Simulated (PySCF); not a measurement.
**GaF₂⁺ + 2 HBr → GaBr₂⁺ + 2 HF**

Level: PBE0 in the def2-TZVP basis family, all electrons, no relativity, computed in PySCF with density fitting; open shells unrestricted.

```
species               state and structure  ZPE (kJ/mol)  H(298 K) − H(0) (kJ/mol)  S° (J/(mol K))
  GaF₂⁺   singlet, D∞h, Ga–F 1.661 Å (×2)          12.0                      12.3           251.2
    HBr        singlet, C∞v, H–Br 1.421 Å          16.0                       8.7           198.5
 GaBr₂⁺  singlet, D∞h, Ga–Br 2.168 Å (×2)           5.4                      14.5           295.7
     HF         singlet, C∞v, H–F 0.920 Å          24.9                       8.7           173.6
```

(1) Is the gas-phase reaction uphill or downhill in electronic energy at this level, and by how much?

(2) Add zero-point, thermal and entropy terms for 298.15 K and 1 bar.

Answers

(1) At PBE0/def2-TZVP, ΔE = -232.8 kJ/mol, downhill. 

(2) ΔZPE = 11.2 and Δ[H(298) − H(0)] = 2.2 kJ/mol give ΔH° = -219.4 kJ/mol. ΔS° = -5.3 J/(mol K), so ΔG° = -219.4 − 298.15 × (-0.0053) = -218 kJ/mol.

Each species is the lowest minimum found with this bonding; other isomers or fragments can lie lower.
